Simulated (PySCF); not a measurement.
## Simulated absorption spectrum

Compound: C₄H₁₀B₂F₂O.
SMILES: `[BH3-][O+]1CCC[C@H]1B(F)F`

The calculation used PySCF 2.14.0, density-fitted response routines, TDDFT B3LYP/def2-SVPD, vertical, gas phase, core orbitals frozen in the response. One conformer (not necessarily the lowest) at the PBE0-D3(BJ)/def2-SVP geometry, without solvent, vibrations or thermal averaging.

Each state is given a Gaussian of 0.5 eV full width at half maximum, with ε(max) = 2.175×10⁸ f / Δν̃ (Δν̃ the width in cm⁻¹). The width is an assumption, not a result. The curve ends short of the highest state used, and states not computed would add to its high-energy end.

E (eV), ε (L mol⁻¹ cm⁻¹) and a bar:
```
     6.07          1 
     6.11          1 
     6.15          3 
     6.19          5 
     6.23          8 
     6.28         16 
     6.32         25 
     6.36         38 
     6.40         57 
     6.44         81 
     6.49        122 #
     6.53        164 #
     6.57        214 #
     6.61        274 #
     6.65        346 ##
     6.69        431 ##
     6.74        567 ###
     6.78        709 ###
     6.82        892 ####
     6.86       1132 #####
     6.90       1440 #######
     6.94       1829 #########
     6.99       2433 ############
     7.03       3002 ###############
     7.07       3626 ##################
     7.11       4270 #####################
     7.15       4890 ########################
     7.20       5556 ###########################
     7.24       5944 #############################
     7.28       6162 ##############################
     7.32       6192 ##############################
     7.36       6031 #############################
     7.40       5700 ############################
     7.45       5105 #########################
     7.49       4543 ######################
     7.53       3961 ###################
     7.57       3406 #################
     7.61       2919 ##############
     7.65       2529 ############
     7.70       2202 ###########
     7.74       2074 ##########
     7.78       2063 ##########
     7.82       2157 ##########
     7.86       2340 ###########
```

Task: Where are the band maxima, and which computed states make them?

Result: 170 nm (7.31 eV), ε about 6200, made up of S2 (76%) and S3 (23%) (ε in L mol⁻¹ cm⁻¹; maxima over ε = 5, shares over 10%). At its high-energy end, 7.86 eV, the curve is still rising (ε about 2300, from S4, S6 and S7). The states used: S1 6.82 eV (f 0.0072); S2 7.28 eV (f 0.088); S3 7.39 eV (f 0.028); S4 7.76 eV (f 0.011); S5 8.01 eV (f 0.0049); S6 8.06 eV (f 0.0085); S7 8.16 eV (f 0.051); S8 8.22 eV (f 0.0063); S9 8.44 eV (f 0.0016); S10 8.46 eV (f 0.0079).

Task: On this curve, what absorbance would a 10⁻⁴ mol/L sample give at 193 nm over a 1 cm path?

Result: 193 nm is 6.424 eV, where ε is about 71 L mol⁻¹ cm⁻¹, so A = ε c l ≈ 0.0071 (Beer–Lambert, with the gas-phase spectrum and the assumed width).

Task: What would ε be at 7.31 eV, the highest of these maxima, with half the width (0.25 eV)?

Result: About 11400 L mol⁻¹ cm⁻¹ against 6200, a factor of about 1.8; a lone state at its own centre would give exactly 2.

Task: Coming from long wavelengths, where does ε first pass 100 L mol⁻¹ cm⁻¹?

Result: At about 192 nm (6.47 eV), 0.35 eV below S1.

The vertical ionisation energy (ΔSCF) is 10.41 eV, 1.94 eV above S10.

The run took 5.1 min wall (with the writing of density and orbital grids) on one thread, Arm Neoverse V1 (aarch64) (shared host), and the process peaked at 1.2 GiB of memory.
